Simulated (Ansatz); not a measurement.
Energy profile

The step: Si₂H₄O₂F₂ ([OH][Si]([F])([F])[O][SiH3]) + HCl + H₂O → SiHClOF₂ ([OH][Si]([F])([F])[Cl]) + SiH₄O ([OH][SiH3]) + H₂O (still joined by a long Si–O bond); bonds formed: Si1–Cl8, O2–H9, H7–O10; bonds broken: H7–Cl8, H9–O10; bonds weakened to dative contacts: Si1–O2 (atoms numbered as in the saddle structure below).

```xyz
15
angstrom
Si -1.3652 0.3790 0.3402
O 0.1847 0.0815 -0.3333
Si 0.4104 0.0114 -2.0229
F -2.0224 0.4474 -1.1434
F -1.5839 1.8889 0.7457
O -2.2580 -0.8475 0.8984
H 1.4854 0.0337 1.9052
Cl -0.2193 0.2395 2.5960
H 1.2091 -0.0366 0.3309
O 2.1021 -0.0844 1.0901
H 0.1022 1.3120 -2.6442
H 1.8679 -0.2645 -2.1080
H -0.3468 -1.1156 -2.5974
H -2.0557 -1.0792 1.8093
H 2.4895 -0.9655 1.1337
```

Electronic energies by CCSD(T) at an estimated basis limit (MP2 extrapolated from triple and quadruple zeta, plus CCSD(T) − MP2 in triple zeta), on PBE0-D4/def2-TZVP structures; Si2H7ClO3F2, closed shell; no counterpoise correction. Program: Ansatz 0.2.0. Basis: def2-TZVPP and def2-QZVPP. Cores are frozen in the correlated methods. Extrapolation: Hartree–Fock as exp(−7.88 √X), correlation as X^−2.97.

(1) Give the profile in kcal/mol, counted from the separated reactants. (Judge from chemistry; the value comes from the calculation.)

No T1 diagnostic of these runs exceeds 0.012.

Answers

(1) Computed:
```tsv
point	kcal/mol
separated: Si2H4O2F2 (linked as [OH][Si]([F])([F])[O][SiH3]; Si1, O2, Si3, F4, F5, O6, H11, H12, H13, H14; singlet) + HCl (H7, Cl8; singlet) + H2O (H9, O10, H15; singlet)	0.00
start structure	-12.88
saddle	6.88
end structure	3.02
separated: SiHClOF2 (linked as [OH][Si]([F])([F])[Cl]; Si1, F4, F5, O6, Cl8, H14; singlet) + SiH4O (linked as [OH][SiH3]; O2, Si3, H9, H11, H12, H13; singlet) + H2O (H7, O10, H15; singlet)	9.23
```

Hydrogen chloride, the by-product of chloride precursors, can attack films and sites by steps of this kind. Here a small cluster stands in for the surface site.

For scale, one of the runs: CCSD(T)/def2-TZVPP, 379 basis functions, launched by `ansatz run in.yaml --threads 4 --pin off --events-out ev --progress --plain --max-ram 66560MiB --backend cuda --devices 0, --max-vram 37GiB`. Time: 26 s of wall clock on 4 CPU threads of an AMD EPYC 7R13 and a share of one NVIDIA H100; the host was shared. Peak host memory: 0.92 GiB.
